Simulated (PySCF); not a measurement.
C₅H₅, SMILES [C]1=CCC=C1, multiplicity 2. Geometry optimised at PBE-D3(BJ)/def2-SVP. The isomer is the one that the SMILES or the coordinates give; other isomers of the formula were not compared. The values are those of a single conformer.

Computed equilibrium geometry at PBE-D3(BJ)/def2-SVP (PySCF confirms it by a frequency run) as Cartesian coordinates in Å, and its point group (one conformer of several):
point group Cs.
```xyz
10

C     -1.2615    -0.0329     0.0000
C     -0.5205    -1.1605     0.0000
C      0.9231    -0.6955     0.0000
C      0.8384     0.8103     0.0000
C     -0.4732     1.1909     0.0000
H     -0.8416    -2.2098     0.0000
H      1.4779    -1.0766    -0.8888
H      1.4779    -1.0766     0.8888
H      1.7152     1.4737     0.0000
H     -0.8671     2.2160     0.0000
```
Charge 0, spin multiplicity 2.
